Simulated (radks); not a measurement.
Q: The carbon ion C2+, [He] 2s2. Method: non-relativistic Kohn-Sham, PBE, spin-polarised, spherical densities, point nucleus; computed with a radial shooting solver on a logarithmic mesh with Libxc functionals. Every spin shell is full or empty, so the densities are truly spherical. Functionals are evaluated on that one density, not self-consistently. Rank these orbital-free kinetic functionals by their error against the exact value of the orbitals, and give that value: Thomas-Fermi, von Weizsacker, TF + vW/5, revAPBEK, Perdew 92, Thakkar, Pearson, DePristo-Kress.

A: Exact: 36.3762 hartree. From best to worst, with 100 (|E| - |E exact|)/|E exact| (equal figures are ties): Thakkar -0.19, Perdew 92 -0.39, revAPBEK +0.42, DePristo-Kress -1.78, Pearson -4.56, TF + vW/5 +7.65, von Weizsacker -9.32, Thomas-Fermi -10.48.
